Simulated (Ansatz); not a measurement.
A structure relaxed at PBE-D4/def2-TZVP in Ansatz, charge 0, singlet:

```tsv
atom	x (Å)	y (Å)	z (Å)
Zn1	-0.599	-1.310	-0.103
Zn2	0.345	0.420	1.337
Te3	0.254	0.890	-1.235
```

**Question.** Give its formula and point group.

**Answer.** Zn₂Te. Point group C2v (tolerance 0.1 Å).

**Question.** Summarise the bond lengths by kind (pairs closer than 1.2 times the sum of covalent radii, bridged metal pairs left out).

**Answer.** 2 × Te–Zn 2.62 Å.

In the def2 sets Te takes a core potential; there is no spin–orbit coupling. The restricted singlet is unstable towards broken spin symmetry in Hartree–Fock (as tested in another run); at PBE-D4/def2-TZVP this wasn't settled. Another isomer (triplet) lies 0.23 eV lower at PBE0-D4/def2-TZVP; other spin states weren't run for this one.
